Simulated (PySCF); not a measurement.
This script is equivalent to a calculation on Al+ (aluminium, charge +1).

```python
from pyscf import gto, scf, dft, mp, cc
import basis_set_exchange as bse
mol = gto.M(atom="Al 0 0 0", charge=1, spin=0, symmetry="D2h",
            basis=gto.basis.parse(bse.get_basis("pcseg-2", elements=["Al"], fmt="nwchem", header=False)))
mf = dft.UKS(mol, xc="M062X")
mf.irrep_nelec = {'Ag': (3, 3), 'B1u': (1, 1), 'B2u': (1, 1), 'B3u': (1, 1)}
mf.kernel()
```

Question: What total energy does it give?

Answer: -242.135 hartree (calculated).

Question: Which occupied shell lies highest, and where?

Answer: 3s, at -16.805 eV.
